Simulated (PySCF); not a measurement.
Species: C6H8S.
Structure used (PBE0-D3(BJ)/def2-SVP), in Å, numbered top down from 1:
```xyz
15
C6H8S angstrom
C     -3.2360    0.3966    0.3470
C     -1.9928    0.0572   -0.0054
S     -1.4803   -1.5878   -0.3235
C     -0.0245   -1.2763   -1.3881
C      1.0151   -0.4802   -0.7626
C      1.8653    0.2070   -0.2377
C      2.8940    1.0183    0.3912
H     -4.0477   -0.3344    0.3995
H     -3.4682    1.4312    0.6101
H     -1.1893    0.8027   -0.0484
H     -0.3614   -0.8149   -2.3302
H      0.3478   -2.2832   -1.6361
H      2.4757    1.6205    1.2129
H      3.3526    1.7105   -0.3322
H      3.6945    0.3895    0.8110
```

Method: PySCF, TDDFT B3LYP/def2-SVPD, vertical, gas phase, core orbitals frozen in the response.

Ground-to-excited transition dipoles (e·a0, same axes as the geometry; the sign carries no meaning), for the states with f of 0.002 or more among the lowest 6:

```csv
state,E (eV),μx,μy,μz
S1,4.864,0.242,-0.284,-0.091
S2,5.308,-0.912,0.542,0.234
S3,5.604,0.051,-0.271,-0.151
S4,5.758,-0.090,0.191,0.219
S5,5.920,0.109,0.023,-0.038
S6,6.058,-0.129,-0.063,0.074
```

(1) What oscillator strength does each state have?

(2) Which bond between heavy atoms lies closest to the direction of the S2 transition dipole?

(3) What angle do the transition dipoles of S2 and S3 make?

(4) How is the summed strength of these states shared among x, y and z?

(5) What peak molar absorption coefficient would the strongest computed level give as a lone Gaussian band 0.4 eV wide at half height?

Results:

(1) f = (2/3) ΔE |μ|² with ΔE in hartree (27.2114 eV).

```
state  |μ|² (au)  |μ| (D)      f
   S1      0.148     0.98  0.018
   S2      1.179     2.76  0.153
   S3      0.099     0.80  0.014
   S4      0.093     0.77  0.013
   S5      0.014     0.30  0.002
   S6      0.026     0.41  0.004
```

(2) C1–C2, at 15° from it; next C2–S3 at 41°.

(3) |cos θ| = |μa·μb| / (|μa| |μb|) = 0.67, so θ ≈ 48° (taken between 0 and 90°, since the signs are arbitrary).

(4) (2/3) Σ ΔE μα² gives 0.121 for x, 0.064 for y and 0.019 for z, 0.203 in all.

(5) ε(max) = 2.175×10⁸ f / FWHM, with the width in cm⁻¹. S2: 2.175×10⁸ × 0.1534 / 3226 ≈ 10000 L mol⁻¹ cm⁻¹.

One conformer stands for the species.
